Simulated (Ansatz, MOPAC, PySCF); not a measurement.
Species: CF₂I, charge 1, multiplicity 1. SMILES of the parent species: F[C](I)F
Structure (B3LYP-D3(BJ)/def2-TZVP (Ansatz, an electronic-structure program) minimum search):
```xyz
4

F     -1.9048    -1.0563     0.0037
C     -1.2181     0.0009    -0.0115
F     -1.9028     1.0592    -0.0396
I      0.7845    -0.0006     0.0074
```
Charge +1, spin multiplicity 1.

Unscaled harmonic wavenumbers (cm⁻¹) in rising order, each level at the stationary point that it reaches from this structure (no distance between atoms moves by over 0.3 Å); the order of modes can differ between levels, and a negative number is imaginary. B3LYP-D3(BJ)/def2-TZVP (PySCF, at the structure above): 304, 354, 571, 715, 1341, 1449.

AM1 (MOPAC): 283, 330, 521, 621, 1463, 1545. Zero-point energy 6.8 against 6.8 kcal/mol; where all levels lie over 400 cm⁻¹, the wavenumbers are on average 0.985 times those of B3LYP-D3(BJ)/def2-TZVP.

PM6 (MOPAC): 208, 311, 441, 636, 1328, 1398. Zero-point energy 6.2 against 6.8 kcal/mol; where all levels lie over 400 cm⁻¹, the wavenumbers are on average 0.904 times those of B3LYP-D3(BJ)/def2-TZVP.

HF/6-31G* with LANL2DZ past Ar (Ansatz): 313, 323, 600, 762, 1503, 1667. Zero-point energy 7.4 against 6.8 kcal/mol; where all levels lie over 400 cm⁻¹, the wavenumbers are on average 1.097 times those of B3LYP-D3(BJ)/def2-TZVP.

B3LYP/6-31G* with LANL2DZ past Ar (Ansatz): 309, 335, 560, 696, 1350, 1501. Zero-point energy 6.8 against 6.8 kcal/mol; where all levels lie over 400 cm⁻¹, the wavenumbers are on average 0.999 times those of B3LYP-D3(BJ)/def2-TZVP.
